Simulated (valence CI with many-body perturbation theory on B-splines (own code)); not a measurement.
## Pr: calculation against measured levels

Calculated by configuration interaction combined with many-body perturbation theory (CI+MBPT): five valence electrons over a frozen Dirac-Fock core [Xe], radial functions for each j: 7 s, 7 p, 7 d, 7 f, 4 g, 2 h, with the one-electron correlation potential Σ1 (screened to all orders), the two-electron term Σ2, the three-electron term Σ3, Breit, model QED; selected single and double excitations, second order for the rest (own B-spline code, finite nucleus).

Against 15 measured levels this calculation errs by 1713 cm⁻¹ on average and by 2504 at most. These come from a selection out of the NIST Handbook of Basic Atomic Spectroscopic Data. Levels without a partner in it may be off by more, other configurations by several thousand cm⁻¹. Not all symmetries were solved, so the list stops early. Among the levels kept, up to 1500 cm⁻¹ of a level comes from second order outside the variational space, and about a tenth of that is noise between levels of different J, which matters for small intervals.

Measured levels: NIST Handbook of Basic Atomic Spectroscopic Data (Sansonetti and Martin, J. Phys. Chem. Ref. Data 34, 1559 (2005)). Pairs share parity and J, and are chosen by configuration, term and nearness in energy; levels without a clear partner are left out. Energies in cm⁻¹ above the measured ground level.

Names give the largest LS component (configuration and term), which can be under half, so a name can repeat, a term be missing and a line seem to break the LS rules; names also repeat where a configuration has a term twice. Letters in brackets count levels of one name in rising energy.

```tsv
Computed label	Label in the source	Measured	Computed	Difference
4f³6s² ⁴I°_9/2	4f3 6s2 4I°	0	0.0	0
4f³6s² ⁴I°_11/2	4f3 6s2 4I°	1376.6	1436.9	+60
4f³6s² ⁴I°_13/2	4f3 6s2 4I°	2846.8	2937.5	+91
4f³6s² ⁴I°_15/2	4f3 6s2 4I°	4381.1	4494.9	+114
4f²5d6s² ²H_9/2	4f2(3H) 5d 6s2 4I	4432.2	2064.9	-2367
4f²5d6s² ⁴K_11/2	4f2(3H) 5d 6s2 4K	4866.5	2390.7	-2476
4f²5d6s² ⁴I_9/2	4f2(3H) 5d 6s2 2H	5822.9	3438.3	-2385
4f²5d6s² ⁴I_11/2	4f2(3H) 5d 6s2 4I	6313.2	4087.9	-2225
4f²5d6s² ⁴H_7/2 [a]	4f2(3H) 5d 6s2 4H	6535.5	4610.4	-1925
4f²5d6s² ⁴K_13/2	4f2(3H) 5d 6s2 4K	6603.6	4225.6	-2378
4f²5d²6s ⁶L_11/2	4f2(3H) 5d2(3F) (5L) 6s 6L	6714.2	5169.1	-1545
4f²5d6s² ²H_11/2	4f2(3H) 5d 6s2 2H	6892.9	4389.1	-2504
4f²5d²6s ⁶L_13/2	4f2(3H) 5d2(3F) (5L) 6s 6L	7630.2	5979.9	-1650
4f²5d6s² ⁴I_13/2	4f2(3H) 5d 6s2 4I	7951.3	5755.3	-2196
4f²5d6s² ⁴H_9/2 [a]	4f2(3H) 5d 6s2 4H	8029.2	6187.2	-1842
4f²5d6s² ⁴H_11/2	4f2(3H) 5d 6s2 4H	9675.0	7741.3	-1934
```

Over 15 excited levels the mean absolute difference is 1713 cm⁻¹, the median 1934 and the largest 2504. The comparison draws on a selection of the measured levels: 16 of the 49 computed ones have a partner in it, and others may be off by more.
